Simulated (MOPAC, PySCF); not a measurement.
C₂H₅NSi, SMILES `C1=[SiH]CN1`, neutral singlet in the gas phase. 

Cartesian coordinates (Å):
SMILES: C1=[SiH]CN1
```xyz
9

C      0.6773     0.9924     0.0016
Si     0.9994    -0.5063    -1.0811
C     -0.7036    -0.7535    -0.0477
N     -0.5500     0.6393     0.3555
H      1.0328     1.9922     0.2327
H      2.0794    -1.2618    -0.3467
H     -0.5803    -1.4197     0.8053
H     -1.6516    -0.9462    -0.5479
H     -1.3034     1.2636     0.6281
```
Charge 0, multiplicity 1.

All levels are single points at this geometry (B3LYP-D3(BJ)/def2-TZVP); Pople sets use spherical d functions. Orbital energies aren't observables, and empty levels follow the basis.

| level | HOMO (eV) | LUMO (eV) | gap (eV) | dipole (D) | vertical IE, Delta-SCF (eV) |
|---|---|---|---|---|---|
| M06-2X/def2-TZVP in PySCF | -6.33 | -0.47 | 5.86 | 3.65 | 7.39 |
| M06-2X/6-31G* in PySCF | -6.14 | -0.18 | 5.97 | 3.97 | – |
| PBE/6-31G* in PySCF | -4.38 | -1.86 | 2.53 | 3.86 | 7.37 |
| SVWN5/6-31G* in PySCF | -4.46 | -1.96 | 2.50 | 3.85 | 7.55 |
| PM6 in MOPAC | -7.01 | -0.69 | 6.32 | 4.72 | – |
| PM7 in MOPAC | -7.98 | -0.47 | 7.51 | 5.71 | – |
